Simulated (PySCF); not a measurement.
GeFCl2Br, SMILES [F][Ge]([Cl])([Cl])[Br].

Coordinates come from a PBE-D3(BJ)/def2-SVP optimisation.

Computed with PBE/def2-TZVP (PySCF).

Symmetry labels are those of the subgroup Cs that the program uses (full group Cs).

Computed valence orbital energies around the gap with their symmetry:
```csv
orbital,symmetry,energy (eV)
HOMO−7,A",-9.86
HOMO−6,A',-9.76
HOMO−5,A',-8.91
HOMO−4,A',-8.74
HOMO−3,A",-8.68
HOMO−2,A",-8.44
HOMO−1,A',-8.08
HOMO,A",-7.99
LUMO,A',-3.59
LUMO+1,A',-0.89
LUMO+2,A',-0.55
LUMO+3,A",-0.55
```
